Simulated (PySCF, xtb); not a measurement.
germylsilane cation (GeH₆Si), SMILES [SiH3][GeH3] (connectivity only; charge and spin as stated), charge +1, multiplicity 2.

Harmonic wavenumbers (cm⁻¹) from GFN2-xTB run with xtb at its own minimum, in rising order: 64, 196, 251, 251, 332, 332, 632, 675, 675, 731, 773, 773, 1892, 2018, 2018, 2241, 2272, 2272.

Task: What does B3LYP-D3(BJ)/def2-TZVP (PySCF) give at its own minimum? (An estimate is asked for; the answer gives what the named calculation found.)

Result: 92, 161, 243, 243, 323, 323, 672, 759, 839, 839, 927, 927, 2157, 2210, 2210, 2244, 2305, 2305. Paired by order, the mean absolute difference is 85 cm⁻¹ and the zero-point energies are 26.3 and 28.3 kcal/mol.
